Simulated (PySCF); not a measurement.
# Basis and Hamiltonian dependence of the excitation energy of Al⁺

Al⁺ [Ne] 3s2 (1S) → Al⁺ [Ne] 3s1 3p1 (3P). Calculated with PySCF 2.14 from differences of total energies of unrestricted determinants, without spin-orbit coupling. Values in eV.

| basis | Hamiltonian | functions | UHF | LDA | PBE0 | MP2 (valence) | CCSD(T) (valence) | CCSD(T) (valence and next inner shell) |
| --- | --- | --- | --- | --- | --- | --- | --- | --- |
| aug-cc-pVDZ-DK | spin-free X2C | 27 | 3.597 | 4.740 | 4.433 | 4.227 | 4.541 | n/a |
| x2c-TZVPPall | spin-free X2C | 42 | 3.581 | 4.740 | 4.433 | 4.263 | 4.529 | 4.651 |
| aug-cc-pVTZ-DK | spin-free X2C | 50 | 3.580 | 4.730 | 4.431 | 4.268 | 4.532 | n/a |
| x2c-TZVPPall with one added diffuse shell each of s, p, d type | spin-free X2C | 51 | 3.576 | 4.736 | 4.430 | 4.261 | 4.525 | 4.647 |
| x2c-QZVPPall | spin-free X2C | 70 | 3.550 | 4.716 | 4.408 | 4.276 | 4.518 | 4.656 |
| aug-cc-pCVTZ-DK | spin-free X2C | 75 | 3.578 | 4.737 | 4.433 | 4.272 | 4.534 | 4.649 |
| dyall-av3z | spin-free X2C | 84 | 3.553 | 4.716 | 4.412 | 4.259 | 4.518 | n/a |
| x2c-QZVPPall with one added diffuse shell each of s, p, d, f type | spin-free X2C | 86 | 3.550 | 4.716 | 4.408 | 4.276 | 4.518 | 4.656 |
| aug-cc-pV(Q+d)Z | non-relativistic | 89 | 3.520 | 4.685 | 4.376 | 4.241 | 4.488 | n/a |
| dyall-acv3z | non-relativistic | 113 | 3.516 | 4.677 | 4.374 | 4.229 | 4.484 | 4.616 |

Frozen in the all-electron rows: valence: [Ne]; valence and next inner shell: 1s2.

Reference for a calculation without spin-orbit coupling: 4.651 eV (measured, between term centres; NIST).
